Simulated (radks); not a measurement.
Task: The mean radii <r> (bohr) of the occupied orbitals of an atom or ion are listed with their occupations. Method: scalar-relativistic Kohn-Sham, r2SCAN, spin-unpolarised, spherical densities, finite nucleus; meta-GGA in the generalised Kohn-Sham scheme; Fermi nuclear charge, rms radius of each element as measured or else 0.836 A^(1/3) + 0.57 fm; computed with a radial shooting solver on a logarithmic mesh with Libxc functionals.

orbital  occ.      <r>
1s          2  0.01835
2s          2  0.07756
2p          6  0.06944
3s          2   0.2008
3p          6   0.2012
3d         10   0.1824
4s          2   0.4496
4p          6   0.4778
4d         10   0.5113
5s          2    1.062
5p          6    1.221
4f         14   0.6041
5d          2    1.648

Name the element and its charge.

Result: Z = 74, tungsten, charge +4: W4+ in [Xe] 4f14 5d2. The 1s radius gives Z: for a bare nucleus <r> = (2 gamma + 1)/(2Z) with gamma = sqrt(1 - (Z/c)^2), 0.01813 bohr for Z = 74, and screening makes it slightly larger (0.01835 here). The occupations add up to 70, and the charge is Z minus that.
